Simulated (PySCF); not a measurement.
Input for PySCF: R-B3LYP/LANL2DZ on CH4SeTe (SMILES C[Te][SeH]), a point of a torsion scan.

```python
from pyscf import gto, scf, dft, mp
from pyscf.data.elements import chemcore

mol = gto.M(
    atom='''
    C    -1.17275409   -0.11414812   -0.02011942
    Te    0.79333588    0.79244968   -0.15455897
    Se    0.45303013    1.78146489   -2.40907242
    H    -1.44679070   -0.53443880   -0.97892824
    H    -1.90981581    0.62074538    0.27647372
    H    -1.12378670   -0.89828984    0.72247232
    H     0.95192251    0.69208279   -3.22594894
    ''',
    basis='lanl2dz',
    ecp={'Se': 'lanl2dz', 'Te': 'lanl2dz'},
    charge=0, spin=0, verbose=3, max_memory=1800)
mf = dft.RKS(mol, xc='b3lyp')
mf.conv_tol = 1e-8
mf.max_cycle = 100
mf.kernel()
if not mf.converged:
    mf = mf.newton().run(mf.mo_coeff, mf.mo_occ)
```

The log:

```
converged SCF energy = -57.775189761972
```

Self-consistency was reached.

Cost: about 4 core-seconds (a rough figure).
